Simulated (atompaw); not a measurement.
**PBEsol PAW (atompaw) dataset for antimony (Sb), scalar-relativistic all-electron reference.**

Sb (Z = 51), PAW, made with atompaw 4.2.0.5 (PBEsol, scalar-relativistic). Core [Kr] 4d10, reference 5s2 5p2 (charge +1). Waves: 5s (bound): rc 1.50 bohr; 5s channel at 1.2 Ry: rc 1.50 bohr; 5p (bound): rc 2.05 bohr; 5p channel at 0.45 Ry: rc 2.05 bohr. Local part: ultrasoft scheme with l = 2 at 0 Ry, radius 1.70 bohr. Core correction: smooth core density matched at 1.90 bohr. Augmentation charge: sinc compensation charge, radius 1.85 bohr; PAW radius 2.05 bohr; waves and projectors: custom polynom2 7 10 vanderbiltortho.

Question: Estimate the cutoffs (Ry, on a coarse ladder) from which the occupation-weighted sum of valence levels, in a spherical-Bessel basis at the reference potential, stays within 10 and 1 mRy of its value at 400 Ry.

Answer: 18 Ry and 25 Ry.

Question: What does a ghost test show?

Answer: Ghost state, extra bound levels that the all-electron valence spectrum of the same l lacks: p at -40.8 eV. A true bound ghost makes a file unfit for plane-wave use.

Question: Is the overlap operator S = 1 + Σ q|β⟩⟨β| positive definite (Bessel basis up to 400 Ry)?

Answer: Yes: its lowest eigenvalue is 0.34 (s channel).
